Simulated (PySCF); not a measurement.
All of these have the formula C4H7N3OSi. Method: PySCF, TDDFT B3LYP/def2-SVPD, vertical, gas phase, core orbitals frozen in the response. Geometries: GFN2-xTB; one conformer of each isolated species. Triplets are in the Tamm–Dancoff approximation.

A. `O=C[SiH2]Cc1ncn[nH]1`
B. `N#C[Si@@H]1NCCN1C=O`
C. `N[SiH2]n1cnc(C=O)c1`
D. `C=N[Si@](N)(C=O)CC#N`

Lowest singlet levels (six at most, fewer where fewer were computed) with oscillator strengths:

1. 3.80 eV (f 0.000); 5.06 eV (f 0.195); 5.27 eV (f 0.000); 5.63 eV (f 0.001); 5.85 eV (f 0.000); 5.96 eV (f 0.040); T1 3.29 eV
2. 2.89 eV (f 0.004); 3.72 eV (f 0.001); 4.29 eV (f 0.016); 4.76 eV (f 0.008); 5.04 eV (f 0.010); 5.64 eV (f 0.015); T1 2.26 eV
3. 3.28 eV (f 0.000); 3.98 eV (f 0.002); 4.53 eV (f 0.000); 5.14 eV (f 0.000); 5.73 eV (f 0.000); 6.09 eV (f 0.015); T1 2.62 eV
4. 5.27 eV (f 0.017); 5.43 eV (f 0.001); 5.66 eV (f 0.014); 5.82 eV (f 0.010); 5.90 eV (f 0.014); 6.13 eV (f 0.044); T1 4.93 eV

Question: Which spectrum belongs to which structure?

Answer: 1 = C, 2 = D, 3 = A, 4 = B.
- A: S1 at 3.28 eV, HOMO-1→LUMO (72%), HOMO→LUMO (24%); Löwdin shares by element: HOMO nitrogen 39% or more, carbon 30% or more (atoms not listed hold the other 31%); LUMO carbon 42% or more, oxygen 35%, silicon 11%, hydrogen 6% or more; HOMO -7.08 and LUMO -2.43 eV.
- B: S1 at 5.27 eV, HOMO→LUMO (98%); Löwdin shares by element: HOMO nitrogen 56% or more, carbon 9% or more, oxygen 9% (atoms not listed hold the other 26%); LUMO silicon 28%, carbon 24% or more, nitrogen 22% or more, hydrogen 6% or more (atoms not listed hold the other 20%); HOMO -7.30 and LUMO -1.07 eV.
- C: S1 at 3.80 eV, HOMO-1→LUMO (97%); Löwdin shares by element: HOMO carbon 66% or more, oxygen 10% (atoms not listed hold the other 25%); LUMO carbon 55% or more, oxygen 23% (atoms not listed hold the other 22%); HOMO -6.98 and LUMO -1.60 eV.
- D: S1 at 2.89 eV, HOMO→LUMO (88%), HOMO-1→LUMO (9%); Löwdin shares by element: HOMO nitrogen 28% or more, oxygen 26%, carbon 15% or more, silicon 8% (atoms not listed hold the other 23%); LUMO carbon 38% or more, oxygen 32%, silicon 10%, hydrogen 6% or more; HOMO -6.71 and LUMO -2.38 eV.
